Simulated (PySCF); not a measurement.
C2H3ClF2Si, SMILES C(=C/Cl)/[SiH](F)F.

Geometry optimised at PBE-D3(BJ)/def2-SVP. The structure was generated by enumeration; whether it is a known compound was not checked. The values are those of a single conformer.

Level of theory: M06-2X/def2-TZVP (PySCF).

Gas-phase values at a fixed geometry.

```json
{
 "total_energy": "-1027.52320 hartree",
 "highest_occupied_level": "-9.41 eV",
 "lowest_empty_level": "-0.71 eV",
 "orbital_gap": "8.70 eV",
 "dipole_moment": "2.60 D",
 "quadrupole, principal values (traceless, Buckingham form, about the centre of nuclear charge)": "-5.82, -3.17, 8.99 D·Å",
 "mean_static_polarisability": "57.2 bohr³ (8.47 Å³)",
 "polarisability_principal_values": "41.4, 56.2, 73.9 bohr³"
}
```
